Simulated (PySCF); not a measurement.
Vertical excitations of a molecule C3H9NSi from TDDFT-LC-ωPBE/def2-SVPD (PySCF), as energy in eV (oscillator strength): 6.93 (0.038), 7.98 (0.029), 8.11 (0.043), 8.15 (0.049), 8.28 (0.021), 8.39 (0.011), 8.56 (0.049), 8.69 (0.009), 8.88 (0.015), 9.13 (0.063). Lowest triplet (TDA): 6.51 eV. Coordinates come from a PBE0-D3(BJ)/def2-SVP optimisation. One conformer was computed; it need not be the lowest.

Task: Pick the molecule that these values belong to.
A. C=C[Si@H](C)N
B. C/N=C(/C)[SiH3]
C. C=C([SiH3])CN
D. N[SiH]1CCC1

Result: D, N[SiH]1CCC1
